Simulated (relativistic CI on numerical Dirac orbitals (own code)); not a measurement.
Computed by Dirac-Coulomb-Breit CI, orbitals from a KLI potential per configuration, a model potential for QED, unscaled Slater integrals (own radial code, finite nucleus).

The strongest absorption lines from the ground level of an ion, among the configurations computed and to levels below about 613 eV (vacuum wavelength in Å, gf): 43.063 (4.7), 44.228 (1.2), 47.130 (2.9), 54.255 (1.5), 54.875 (1.7), 58.960 (0.79), 61.921 (1.3), 63.769 (0.77).

Question: Which ion is it?
A. Re38+
B. Pt41+
C. Tl44+
D. Hf35+

Answer: A. Re38+ has 37 electrons and the ground level 4s2 4p6 4d 2D_3/2; the strongest line goes to 4s2 4p5 4d2 2D°_3/2. The pattern of lines fixes the number of electrons, and along that sequence the line energies rise steadily with the charge (about as its square where n changes within one kind of shell, about linearly where n is kept but much faster in heavy ions where fine structure, which grows about as Z⁴, sets the gap, and irregularly where shells cross), which fixes Z. Configurations outside the model, such as inner-shell arrays, can give stronger lines. At this charge energies of transitions that change n are usually good to better than 1 %, and those within a shell (Δn = 0) to a few per cent.

LS names give the leading component of a level, which can be under half, so a name can repeat, a term be missing and a line seem to break the LS rules.
